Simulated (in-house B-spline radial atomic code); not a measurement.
RPA and G0W0 for Sb⁴⁺, [Kr] 4d10 5s1, highest spin, as one setting changes: the highest l of the empty states. Start: Hartree-Fock. A dash marks a level of low quasi-particle weight. Computed with a B-spline radial code for spherical atoms: all electrons, scalar-relativistic (spin-free one-electron X2C), finite nucleus, each spin shell either full or empty, empty states to the listed l with an (l + 1/2)⁻⁴ tail; G0W0 by contour deformation at full frequency.

RPA overbinds a lone outer s electron by self-correlation, and G0W0 tends to as well.

```
highest l of the empty states  RPA summed (Eh)  RPA extrapolated (Eh)  G0W0 level (eV)
                            4          -2.9054                -3.4488     5s up -55.37
                            5          -3.1573                -3.5082     5s up -55.41
                            6          -3.2828                -3.4983     5s up -55.39
                            7          -3.3506                -3.4892     5s up -55.38
                            8                ?                      ?                ?
                            9          -3.4099                -3.4696     5s up -55.38
                           10                ?                      ?                ?
                           11          -3.4329                -3.4636     5s up -55.38
```

Question: What belongs in the row for 10?

Answer: RPA summed (Eh): -3.4238; RPA extrapolated (Eh): -3.4659; G0W0 level (eV): 5s up -55.38.

Question: What belongs in the row for 8?

Answer: RPA summed (Eh): -3.3879; RPA extrapolated (Eh): -3.4762; G0W0 level (eV): 5s up -55.38.
